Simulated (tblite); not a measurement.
Species: C5H5FO2 (charge -1 and doublet state).
Structure used (GFN2-xTB), in Å, numbered top down from 1:
```
atom  x, y, z in Å
C1    -2.192    0.002    0.130
O2    -1.179   -0.657   -0.560
C3     0.114   -0.205   -0.272
C4     0.483    0.740    0.655
O5     1.860    0.924    0.614
C6     2.361    0.094   -0.409
F7     3.487   -0.698    0.166
C8     1.256   -0.683   -0.906
H9    -3.136   -0.446   -0.189
H10   -2.208    1.078   -0.097
H11   -2.088   -0.114    1.218
H12   -0.061    1.371    1.331
H13    1.300   -1.405   -1.698
```

Level: GFN2-xTB in tblite, geometry and Hessian alike; calculated harmonic values, unscaled, isolated species. The method is semi-empirical: single wavenumbers can be off by several per cent or more. One conformer, not necessarily the lowest. Open shells enter through the occupations alone, without spin polarisation, and single modes of such species can be off by tens of per cent.

Harmonic wavenumbers (cm⁻¹): 58.1, 154.2, 193.7, 213.7, 285.6, 323.0, 369.7, 386.9, 469.9, 551.3, 599.3, 621.1, 628.8, 786.7, 909.5, 958.3, 1070.8, 1075.7, 1104.8, 1136.8, 1166.4, 1192.3, 1259.2, 1403.6, 1419.5, 1476.2, 1507.1, 1536.1, 2857.0, 2891.3, 2964.5, 3111.6, 3135.0.

A = 6151, B = 1236, C = 1075 MHz; mass 116.027 u (most abundant isotopes); point group C1, symmetry number 1; spin multiplicity 2.

Question: What is the zero-point energy?

Answer: Half the sum of the wavenumbers: 18909 cm⁻¹ = 226.20 kJ/mol.

Question: Entropy at 400 K, 1 bar (ideal gas, RRHO, classical rotation)?

Answer: Translation 174.25, rotation 121.10, vibration 114.91, spin (R ln 2) 5.76: S = 416.0 J/(mol K).

Question: And Cp and H(400 K) − H(0)?

Answer: Cp = 158.62 J/(mol K), of which vibrations give 125.36 (their classical limit is 33 R = 274.4); H(400 K) − H(0) = 38.58 kJ/mol without the zero-point energy, 25.27 from vibrations.

Question: Which modes carry the vibrational entropy at 400 K?

Answer: 58.1 cm⁻¹: 21.35; 154.2 cm⁻¹: 13.32; 193.7 cm⁻¹: 11.49; 213.7 cm⁻¹: 10.70; 285.6 cm⁻¹: 8.45; 323.0 cm⁻¹: 7.52 J/(mol K); the other 27 give 42.08 together.

Question: How do the functions run with temperature in this model?

Answer: 
```
 T (K)  S (J/(mol K))  Cp (J/(mol K))  H − H(0) (kJ/mol)  G − H(0) (kJ/mol)  ln q(vib)
   150          302.6            81.3               8.10             -37.29       1.61
   250          352.2           114.9              17.95             -70.10       3.39
298.15          373.7           129.9              23.84             -87.58       4.29
   600          488.9           200.5              74.80            -218.53       9.97
   900          578.0           237.9             141.11            -379.08      15.20
```

q(vib) and H(0) count from the zero-point level.

Hindered rotation and anharmonicity are outside this model. Other conformers, if any are populated, would add a mixing term that is left out. The structure is chiral; the term R ln 2 for an equal mix with its mirror image is left out.
